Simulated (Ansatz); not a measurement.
```yaml
crystal:
  periodic: [false, false, false]
  atoms:
    - {symbol: As, position_ang: [0.065137, 1.380891, 0.756329]}
    - {symbol: Al, position_ang: [2.098659, 0.240816, -0.124585]}
    - {symbol: Al, position_ang: [0.509032, -0.787433, 1.898287]}
    - {symbol: Al, position_ang: [-1.470603, -0.772172, 0.235408]}
    - {symbol: Al, position_ang: [-2.141106, 1.876416, -0.736645]}
    - {symbol: Al, position_ang: [0.024877, 0.194526, -1.665523]}
    - {symbol: Al, position_ang: [0.914004, -2.133044, -0.363270]}
basis:
  gaussian: {orbitals: def2-TZVP, initial_orbitals: start.molden}
magnetization: {spin_polarized: true, initial_magnetization: 1}
hamiltonian: {xc: {name: CAM-B3LYP}, dispersion: d4}
scf: {omitted_lower_state_checks: [starts]}
output: {orbitals: {seedname: orbitals}}
```

The file start.molden holds the orbitals of an earlier run on this structure, at another level or in another basis.

```sh
$ ansatz run in.yaml --threads 4 --pin off --events-out ev --progress --plain --max-ram 4787MiB
```

Q: Does this run fit into the memory that it is given?

A: No. It has 270 basis functions, and Ansatz plans for 4.87 GiB where 4.67 GiB are given.
